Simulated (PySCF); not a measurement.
C₅H₄F₃N.
SMILES with atom numbers: `[H]/[N:4]=[C:3](/[CH:2]=[CH2:1])[C:5]([F:6])=[C:7]([F:8])[F:9]` (hydrogens: H10, H11 on C1; H12 on C2; H13 on N4)

Computed geometry: GFN2-xTB, gas phase.

List the bond lengths, angles and torsions at this level.

```csv
bond,length (pm),order
C1=C2,132.8,double
C2–C3,146.6,single
C3=N4,126.5,double
C3–C5,148.7,single
C5–F6,134.9,single
C5=C7,133.6,double
C7–F8,132.3,single
C7–F9,132.1,single
C1–H10,107.7,single
C1–H11,107.6,single
C2–H12,108.0,single
N4–H13,101.3,single
```

Orders are formal, as drawn. A selection of angles:
```csv
angle,degrees
C1–C2–C3,121.9
C2–C3–N4,119.6
C2–C3–C5,115.1
N4–C3–C5,125.3
C3–C5–F6,117.1
C3–C5–C7,127.2
F6–C5–C7,115.7
C5–C7–F8,124.9
C5–C7–F9,124.8
F8–C7–F9,110.3
H13–N4–C3,117.7
```

Dihedral angles: C1–C2–C3–N4 0° (synperiplanar); C2–C3–C5–F6 0° (synperiplanar); C3–C5–C7–F8 0° (synperiplanar); H13–N4–C3–C2 180° (antiperiplanar).

Of the pairs four or more bonds apart, those above aside, F6···H12 is among the closest relative to their van der Waals radii: 2.28 Å, 85 % of the sum of Bondi's values. The 9 heavy atoms lie in one plane (0.001 Å rms). H13 on N4 lies 2.20 Å from F8, 5 bonds away (angle at H 127°; Bondi radii sum to 2.67 Å). The C–F distances run from 1.321 Å (C7–F9, drawn single) to 1.349 Å (C5–F6, drawn single), a spread of 0.028 Å. The C–C distances run from 1.328 Å (C1=C2, drawn double) to 1.487 Å (C3–C5, drawn single), a spread of 0.159 Å.

Point group: Cs (tolerance 0.08 Å). Stationary, but not proved a minimum. The numbers are those of one conformer.
